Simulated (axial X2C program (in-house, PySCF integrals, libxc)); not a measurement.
# CsSi⁺: from Re and ωe to a spectrum

A bond curve at the CCSD(T) level, 2c, was computed with an in-house relativistic program for diatomic molecules (basis Cs dyall-cv3z [15s15p9d4f1g], Si dyall-v3z [8s7p2d1f] (cores contracted in-house)) for the state Ω = 2 (⟨Sz⟩ = 1.00, ⟨Lz⟩ = 1.00 at HF). Its fit gives Re = 4.0243 Å, ωe = 70.7 cm⁻¹, ωexe = 0.713 cm⁻¹ and αe = 5.253e-04 cm⁻¹; the masses are 132.9054 and 27.9769 u. Two-component means X2C with spin–orbit coupling and atomic mean-field Coulomb and Gaunt terms.

Correlated methods: 12 electrons correlated (number of frozen shells: Cs 4 s, 3 p, 2 d; Si 2 s, 1 p), 268 virtual spin orbitals or spinors in MP2, 90 natural virtuals in coupled cluster.

Find the reduced mass, Be and the force constant.

From the CCSD(T) values: μ = 23.1118 u. Be = 16.8576/(μ Re²) = 0.04504 cm⁻¹. k = 5.8918×10⁻⁷ μ ωe² = 0.0681 mdyn/Å.

Estimate the centrifugal constant by the Kratzer relation.

D = 4Be³/ωe² = 7.31e-08 cm⁻¹.

Where do the fundamental and the first overtone lie?

ν(1←0) = ωe − 2ωexe = 69.3 cm⁻¹; ν(2←0) = 2ωe − 6ωexe = 137.1 cm⁻¹.

A Morse curve ties αe to the other constants (Pekeris). How well does that hold?

αe(Morse) = 6Be²/ωe × (√(ωexe/Be) − 1) = 5.128e-04 cm⁻¹; the CCSD(T) curve gives 5.253e-04 cm⁻¹, a ratio of 0.98.

Estimate De from a Morse curve and compare with the computed well depth of 0.217 eV to Cs+ + Si.

De(Morse) = ωe²/(4ωexe) = 0.217 eV against 0.217 eV computed, a ratio of 1.00. For De the Morse form works well here.

The state is one determinant whose occupation by symmetry is held fixed; it was picked as the lowest of a PBE0 search that is not exhaustive. De is counted from the lowest determinant-based energies of the atoms at the same level, without counterpoise correction. Coupled cluster ran in a truncated set of natural virtual spinors; the MP2 energy of the rest was added. (T) has no such correction and the atoms are truncated less, which lowers De at CCSD(T) by a hundredth of an eV or more. In 2c an atomic determinant is not the ground J level, so De misses part of the atomic spin–orbit lowering. This holds for CCSD(T). PBE0 can misorder states that lie within some tenths of an eV, so this need not be the ground state of the molecule. The nearest other 2c determinant of the search, Ω = 1, lies 0.25 eV up at the distance of the search. With several unpaired electrons one determinant need not be a pure state. Open-shell Ω = 0 determinants with evenly filled partner blocks cannot be reached by this program, so the Ω shown need not be the lowest component. The bond is weak, and without diffuse functions and with truncated virtuals even CCSD(T) can be tens of per cent off in De.
